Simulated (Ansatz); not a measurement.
`C[O][Ge][Cl]` + `O[SiH3]` → `[SiH3][O][Ge][Cl]` + CH₃OH at 700 K and 1 bar (ligand exchange at a Ge–O bond).

Calculated with Ansatz (gas phase, PBE0-D4/def2-TZVP geometries, no zero-point term in ΔE). CCSD(T)/CBS adds triple-zeta CCSD(T) − MP2 to the extrapolated MP2 energy (def2 sets, frozen cores). This one scheme is used for every species. For Ge outer-core shells are correlated without core-valence functions, which leaves a few kJ/mol of doubt a bond. Scalar relativity is left out up to krypton. Each species was taken in one conformer, which may not be the lowest.

| species | CCSD(T)/CBS energy (Eh) | H − E (kJ/mol) | S (J/(mol·K)) |
| --- | --- | --- | --- |
| `C[O][Ge][Cl]` | -2650.97453 | 169.4 | 415.4 |
| `O[SiH3]` | -366.69042 | 144.6 | 321.6 |
| `[SiH3][O][Ge][Cl]` | -2902.05095 | 144.3 | 444.8 |
| CH₃OH | -115.61712 | 170.8 | 288.5 |

H − E and S are ideal-gas, rigid-rotor, harmonic terms from PBE0-D4/def2-TZVP, for one conformer and one mirror image of each species. 1 Eh = 2625.50 kJ/mol, R = 8.31446 J/(mol·K).

Question: By hand: ΔE, ΔH, ΔS and ΔG.

Answer: ΔE = (-2902.05095) + (-115.61712) − (-2650.97453) − (-366.69042) = -0.00312 Eh = -8.2 kJ/mol. Δ(H − E) = 144.3 + 170.8 − 169.4 − 144.6 = 1.1, so ΔH = -7.1 kJ/mol. ΔS = 444.8 + 288.5 − 415.4 − 321.6 = -3.7 J/(mol·K). ΔG = -7.1 − 700 × (-3.7)/1000 = -4.5 kJ/mol.

Question: By hand: the equilibrium constant, and the temperature at which ΔG would vanish if ΔH and ΔS stayed fixed.

Answer: log₁₀ K = −ΔG/(RT ln 10) = 0.3. ΔG = 0 at ΔH/ΔS = 1919 K, though so small a ΔH makes that figure unsure.

TΔS isn't small against ΔH here. The sign of ΔG lies within the doubt. A doubt of 5 kJ/mol in ΔE shifts log₁₀ K by 0.4 here. Other conformers and mirror images would add mixing entropy, several J/(mol·K) or more a flexible species. These are equilibria of isolated gas molecules and say nothing of rates. Largest T1 diagnostic: 0.015 (customary marks: 0.02 for closed shells, 0.045 for open ones).
